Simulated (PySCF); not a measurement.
A structure optimised at PBE-D3(BJ)/def2-SVP, used in a PySCF frequency run:

```xyz
9

C      1.3093    -2.2029     0.0000
Si    -0.0924    -0.9755     0.0000
O     -1.5195    -1.8398     0.0000
I      0.0299     0.4741    -2.0084
I      0.0299     0.4741     2.0084
H      1.2408    -2.8407     0.9040
H      2.2823    -1.6757     0.0000
H      1.2408    -2.8407    -0.9040
H     -2.3357    -1.3073     0.0000
```
Charge 0, spin multiplicity 1.

Task: Write its SMILES, formula and point group.

Result: C[Si](O)(I)I, CH4I2OSi, Cs

Task: What are its rotational constants (standard atomic weights)?

Result: 1.7650, 0.46080, 0.40744 GHz
